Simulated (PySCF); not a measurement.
I⁺: excitation energy

I⁺ [Kr] 4d10 5s2 5p4 (3P) → I⁺ [Kr] 4d10 5s1 5p5 (3P), as a difference of total energies. Calculation: PySCF 2.14, in aug-cc-pwCVDZ-PP with ECP28MDF (6s5p4d1f, 48 functions); a scalar-relativistic core potential. Correlated levels: valence: 4s2 4p6 4d10 frozen. The calculations carry no spin-orbit coupling.

```tsv
method	excitation energy (cm⁻¹)
UHF	96958
MP2 (valence)	89046
SCS-MP2 (valence)	87865
CCSD (valence)	79772
CCSD(T) (valence)	77851
```

Errors of the correlated levels include the incompleteness of this basis and the frozen core.

The coupled-cluster amplitudes are large for the upper state (T1 above 0.03 or a double amplitude above 0.15), so a single reference is strained.

**Question.** Which method comes closest to the reference value, and which is furthest?

**Answer.** The reference is 80545 cm⁻¹ (measured; NIST levels, between the centres of gravity of the two terms). Closest: CCSD (valence) (error -772.16 cm⁻¹); furthest: UHF (error 16414 cm⁻¹).
